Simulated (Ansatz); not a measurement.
Reaction (cleavage of the Si–Si bond): `C=C[SiH]([SiH3])[SiH3]` + `NCF` → `FCN[SiH3]` + `C=C[SiH2][SiH3]`

Gas-phase electronic energies from Ansatz, PBE0-D4/def2-TZVP geometries. CCSD(T)/CBS is the MP2 limit (def2-TZVPP, def2-QZVPP) plus CCSD(T) − MP2 in def2-TZVPP, frozen cores. DFT in def2-TZVPP. B3LYP here is the variant with VWN-RPA as its local correlation; programs differ in this. One conformer a species, not always the lowest.

```csv
level,ΔE (kJ/mol),difference from CCSD(T)/CBS
PBE-D4,-11.8,20.1
r2SCAN-D4,-24.5,7.4
ωB97M-V,-35.9,-4.0
B2PLYP,-36.3,-4.4
B3LYP,-34.3,-2.4
MP2/def2-TZVPP,-37.3,-5.4
CCSD(T)/def2-TZVPP,-32.2,-0.3
HF/def2-QZVPP,-52.6,-20.7
MP2/def2-QZVPP,-37.7,-5.8
HF/CBS(def2),-52.8,-20.9
CCSD(T)/CBS,-31.9,0
```

Largest T1 diagnostic among the species: 0.013.

From PBE to PBE0 (25 % exact exchange), in def2-TZVPP and without D4, ΔE moves by −5.3 kJ/mol. The D4 term adds +4.1 kJ/mol with B3LYP and +2.8 kJ/mol with PBE0; it sums over pairs of atoms, weighted by their polarisabilities, and B3LYP, whose exchange is more repulsive, gets the larger term.
